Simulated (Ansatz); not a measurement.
HGeI (SMILES [GeH][I]), singlet, at a GFN2-xTB geometry (core potentials on I), with bond 3-1 at 1.8 times its length; Ansatz (a first-principles code) with SC-NEVPT2/def2-SVP, CASSCF(4,5).

The Ansatz input:
Ansatz 0.2 input:
```yaml
crystal:
  periodic: [false, false, false]
  atoms:
    - {symbol: Ge, position_ang: [-0.87972252, -0.74459809, 1.05222687]}
    - {symbol: H, position_ang: [-1.97115718, -1.23121382, -0.09366623]}
    - {symbol: I, position_ang: [1.72679878, 1.44671685, -1.98215260]}
basis:
  gaussian:
    orbitals: def2-SVP
magnetization: {spin_polarized: false}
correlation: {method: sc_nevpt2, electrons: all, active_space: {window: {electrons: 4, orbitals: 5}}}
```

It wrote (shortened):

```
Functional definition: HF
701 factors; integrals over basis functions are off by at most 1.1e-3 eV
mean field evaluation 1: about -64549.8055 eV, gradient 1.7e1 eV
mean field evaluation 2: about -64549.8073 eV, gradient 1.7e1 eV
mean field evaluation 4: about -64551.5837 eV, gradient 3.0e0 eV
mean field evaluation 8: about -64551.6983 eV, gradient 5.2e-1 eV
mean field evaluation 16: about -64551.7100 eV, gradient 2.2e-6 eV
mean field -64551.71002431 eV, -2372.2315886730 hartree, gradient 2.2e-6 eV, S^2 0.000000; 0 other end points of the search recorded, 0 dependent functions left out; unrestricted orbitals would lower it
reference -64551.71002431 eV, -2372.2315886730 hartree; 29, 29 occupied and 34, 34 virtual orbitals, 701 factors
state -64553.61145817 eV, -2372.3014650782 hartree
state -64553.61145817 eV, -2372.3014650782 hartree; corrected -64562.69582062 eV, -2372.6353092407 hartree
Total energy: -64562.69582062 eV, -2372.6353092407 hartree
```
